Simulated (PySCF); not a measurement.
CHBClNO2, SMILES O=C=NB(O)Cl.

Geometry optimised at TPSSh-D3(BJ)/def2-SVP. The structure was generated by enumeration, and PubChem lists no compound with its InChIKey, so it may never have been made. The values are those of a single conformer.

The numbers are results of PySCF with PBE0/def2-TZVP, not measurements.

Symmetry labels are those of the subgroup Cs that the program uses (full group Cs).

Computed valence orbital energies around the gap with their symmetry:
```
orbital  symmetry  energy (eV)
-------  --------  -----------
HOMO−7         A"       -13.65
HOMO−6         A'       -13.32
HOMO−5         A"       -11.76
HOMO−4         A'       -11.40
HOMO−3         A"        -9.78
HOMO−2         A'        -9.75
HOMO−1         A"        -9.27
HOMO           A'        -8.95
LUMO           A"        -0.92
LUMO+1         A'         0.29
LUMO+2         A'         0.79
LUMO+3         A'         1.32
```
